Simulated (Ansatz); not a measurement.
`[CH3][In]([NH2])[NH2]` + HBr → `[CH3][In]([NH2])[Br]` + NH₃ at 400 K and 1 bar (ligand exchange at the In–N bond).

Computed with Ansatz on PBE0-D4/def2-TZVP structures; ΔE is electronic, products minus reactants. CBS: MP2 limit from def2 TZ/QZ plus the TZ coupled-cluster correction, frozen cores. This one scheme is used for every species. def2 core potentials past Kr. For Br, In outer-core shells are correlated without core-valence functions, which leaves a few kJ/mol of doubt a bond. Scalar relativity is left out up to krypton. One conformer a species, not always the lowest.

| species | CCSD(T)/CBS energy (Eh) | H − E (kJ/mol) | S (J/(mol·K)) |
| --- | --- | --- | --- |
| `[CH3][In]([NH2])[NH2]` | -341.50613 | 261.4 | 419.3 |
| HBr | -2573.91920 | 27.6 | 207.2 |
| `[CH3][In]([NH2])[Br]` | -2858.97077 | 195.8 | 417.8 |
| NH₃ | -56.50880 | 104.2 | 203.1 |

H − E and S are ideal-gas, rigid-rotor, harmonic terms from PBE0-D4/def2-TZVP, for one conformer and one mirror image of each species. 1 Eh = 2625.50 kJ/mol, R = 8.31446 J/(mol·K).

Task: By hand: ΔE, ΔH, ΔS and ΔG.

Result: ΔE = (-2858.97077) + (-56.50880) − (-341.50613) − (-2573.91920) = -0.05424 Eh = -142.4 kJ/mol. Δ(H − E) = 195.8 + 104.2 − 261.4 − 27.6 = 11.0, so ΔH = -131.4 kJ/mol. ΔS = 417.8 + 203.1 − 419.3 − 207.2 = -5.6 J/(mol·K). ΔG = -131.4 − 400 × (-5.6)/1000 = -129.2 kJ/mol.

Task: By hand: the equilibrium constant, and the temperature at which ΔG would vanish if ΔH and ΔS stayed fixed.

Result: log₁₀ K = −ΔG/(RT ln 10) = 16.9. ΔG = 0 at ΔH/ΔS = 23464 K, far beyond where these terms or the molecules hold.

The number of gas molecules stays the same, so ΔS is small and ΔH decides. A doubt of 5 kJ/mol in ΔE shifts log₁₀ K by 0.7 here. Other conformers and mirror images would add mixing entropy, several J/(mol·K) or more a flexible species. Modes under 60 cm⁻¹, often nearly free rotors, make the harmonic entropy too high. These are equilibria of isolated gas molecules and say nothing of rates. Largest T1 diagnostic: 0.013 (customary marks: 0.02 for closed shells, 0.045 for open ones).
